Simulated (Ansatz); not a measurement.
`[NH2][Ga]([NH2])[Cl]` + HCl → `[NH2][Ga]([Cl])[Cl]` + NH₃ at 500 K and 1 bar (ligand exchange at a Ga–N bond).

Isolated molecules relaxed with PBE0-D4/def2-TZVP in Ansatz; ΔE leaves out vibrations. CCSD(T)/CBS is the MP2 limit (def2-TZVPP, def2-QZVPP) plus CCSD(T) − MP2 in def2-TZVPP, frozen cores. This one scheme is used for every species. For Ga outer-core shells are correlated without core-valence functions, which leaves a few kJ/mol of doubt a bond. Scalar relativity is left out up to krypton. One conformer a species, not always the lowest.

| species | CCSD(T)/CBS energy (Eh) | H − E (kJ/mol) | S (J/(mol·K)) |
| --- | --- | --- | --- |
| `[NH2][Ga]([NH2])[Cl]` | -2495.64015 | 181.0 | 400.7 |
| HCl | -460.38127 | 32.5 | 201.9 |
| `[NH2][Ga]([Cl])[Cl]` | -2899.54184 | 112.3 | 399.1 |
| NH₃ | -56.50880 | 108.2 | 211.8 |

H − E and S are ideal-gas, rigid-rotor, harmonic terms from PBE0-D4/def2-TZVP, for one conformer and one mirror image of each species. 1 Eh = 2625.50 kJ/mol, R = 8.31446 J/(mol·K).

**Question.** By hand: ΔE, ΔH, ΔS and ΔG.

**Answer.** ΔE = (-2899.54184) + (-56.50880) − (-2495.64015) − (-460.38127) = -0.02922 Eh = -76.7 kJ/mol. Δ(H − E) = 112.3 + 108.2 − 181.0 − 32.5 = 7.0, so ΔH = -69.7 kJ/mol. ΔS = 399.1 + 211.8 − 400.7 − 201.9 = 8.3 J/(mol·K). ΔG = -69.7 − 500 × (8.3)/1000 = -73.9 kJ/mol.

**Question.** By hand: the equilibrium constant, and the temperature at which ΔG would vanish if ΔH and ΔS stayed fixed.

**Answer.** log₁₀ K = −ΔG/(RT ln 10) = 7.7. ΔH and −TΔS have one sign here, so there is no such temperature.

The number of gas molecules stays the same, so ΔS is small and ΔH decides. A doubt of 5 kJ/mol in ΔE shifts log₁₀ K by 0.5 here. Other conformers and mirror images would add mixing entropy, several J/(mol·K) or more a flexible species. Modes under 60 cm⁻¹, often nearly free rotors, make the harmonic entropy too high. These are equilibria of isolated gas molecules and say nothing of rates. Largest T1 diagnostic: 0.012 (customary marks: 0.02 for closed shells, 0.045 for open ones).

ΔS is within the doubt of such terms, so its sign, and with it that verdict, could turn.
